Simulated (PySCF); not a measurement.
## SbH⁻: one state, many levels of theory

State: ²Π (doublet), unpaired electrons π ↑. Set-up: PySCF, scalar-relativistic core potentials, basis sets Sb def2-TZVPPD with ECP28, H def2-TZVPPD. De refers to Sb⁻ + H in their high-spin ground configurations, without counterpoise correction. The functionals are run spin-unrestricted. A positive dipole points towards H; it is taken about the centre of mass and depends on that origin.

```
      Level  Re (Å)  ωe (cm⁻¹)  De (eV)  μ (D)  CPU s a point (SCF and correlation, without the integrals)
    UHF-MP2   1.708       1909      n/a    n/a                                                         1.2
UHF-SCS-MP2   1.716       1877      n/a    n/a                                                         n/a
   UHF-CCSD   1.722       1844      n/a    n/a                                                         n/a
UHF-CCSD(T)   1.725       1826      n/a    n/a                                                          33
        PBE   1.751       1741      n/a  -0.81                                                           1
     r²SCAN   1.732       1810      n/a  -0.71                                                         1.3
      TPSSh   1.737       1806      n/a  -0.72                                                         1.8
      B3LYP   1.742       1774     2.92  -0.80                                                         1.5
       PBE0   1.733       1819      n/a  -0.70                                                           2
        M06   1.751       1763     3.02  -0.86                                                         1.7
  BHandHLYP   1.725       1854      n/a  -0.68                                                         1.1
    LC-ωPBE   1.718       1893      n/a  -0.57                                                         1.8
     B2PLYP   1.729       1827      n/a  -0.68                                                         1.5
```

(1) What does a quarter of exact exchange do here, going from PBE to PBE0?

(2) What does the step from GGA to meta-GGA do here, going from PBE to r²SCAN?

Correlated steps freeze 4 core orbitals. These are scalar-relativistic numbers at best; spin–orbit coupling would shift them, the dissociation energy most. For an ion De counts to the pair picked by the measured ionisation energies or electron affinities, which need not be the lowest pair at this level. The highest Kohn–Sham level is positive in this anion. Much of that is self-interaction error, but it also means that the finite basis helps to hold the extra electron. B2PLYP dipoles, levels and charges come from its SCF part alone. The state was picked by a PBE0 search and need not be the measured ground state.

The whole job (state search and all levels along the bond) took about 8.3 min on 1 thread of Intel Xeon Platinum 8259CL @ 2.50GHz (shared host), peak memory 1.4 GiB.

Results:

(1) PBE0 less PBE: -1.8 pm in Re, +4.5 % in ωe. Exact exchange removes part of the self-interaction that spreads semilocal densities, and in most molecules shortens and stiffens the bond and lowers De; so it does here.

(2) r²SCAN less PBE: -1.9 pm in Re, +4.0 % in ωe.
